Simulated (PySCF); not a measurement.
Geometry:
```csv
atom,x (Å),y (Å),z (Å)
C1,-1.457,0.261,0.920
C2,-1.915,-0.374,-0.389
C3,-0.913,-0.331,-1.541
C4,0.363,-1.140,-1.348
O5,1.200,-0.652,-0.348
Al6,1.631,0.822,0.385
H7,-2.289,0.353,1.635
H8,-0.675,-0.336,1.414
H9,-1.078,1.287,0.753
H10,-2.199,-1.424,-0.199
H11,-2.839,0.129,-0.720
H12,-1.410,-0.705,-2.453
H13,-0.639,0.719,-1.758
H14,0.092,-2.186,-1.103
H15,0.908,-1.181,-2.310
H16,2.383,0.689,1.769
H17,1.362,2.213,-0.337
```

Geometry: PBE0-D3(BJ)/def2-SVP; GIAO shifts from PySCF 2.14, gas phase, non-relativistic, averaged over equivalent atoms.

At B3LYP/pcSseg-1 (164 basis functions, 16 s wall time on 1 thread of an Arm Neoverse V1, shared host):
| atoms | δ (ppm) |
| --- | --- |
| C4 | 71.8 |
| C3 | 38.2 |
| C2 | 28.8 |
| C1 | 19.2 |
| O5 | 108.5 |
| Al6 | 95.5 |
| H16/H17 | 4.52 |
| H14/H15 | 4.26 |
| H10/H11 | 1.68 |
| H12/H13 | 1.63 |
| H7/H8/H9 | 1.41 |

δ = σ(ref) − σ, references computed at the same level: 13C (179.24 ppm), 1H (31.38 ppm) against TMS; H2O for 17O (334.04 ppm); AlH4- for 27Al (484.83 ppm).

What do these become at PBE0/pcSseg-1?

Answers


| atoms | δ at PBE0/pcSseg-1 | change |
| --- | --- | --- |
| C4 | 70.0 | -1.8 |
| C3 | 36.6 | -1.6 |
| C2 | 27.1 | -1.7 |
| C1 | 18.3 | -0.9 |
| O5 | 101.0 | -7.5 |
| Al6 | 95.4 | -0.1 |
| H16/H17 | 4.61 | +0.09 |
| H14/H15 | 4.22 | -0.04 |
| H10/H11 | 1.65 | -0.03 |
| H12/H13 | 1.60 | -0.03 |
| H7/H8/H9 | 1.39 | -0.02 |

Chemical shifts δ = σref − σ; 13C (σ = 184.41 ppm) and 1H (σ = 31.27 ppm) vs TMS; H2O for 17O (σ = 334.56 ppm); 27Al (σ = 489.28 ppm) vs AlH4-, all at this level.

The largest change is at O5 (oxygen bonded to C, Al). Cost: 164 basis functions, 19 s wall time on 1 thread of an Arm Neoverse V1, shared host. The order of the carbon signals is the same at both levels.

Experimental scales use liquid or dissolved standards, which lie at an offset from isolated H2O (liquid H2O: subtract about 36 ppm).
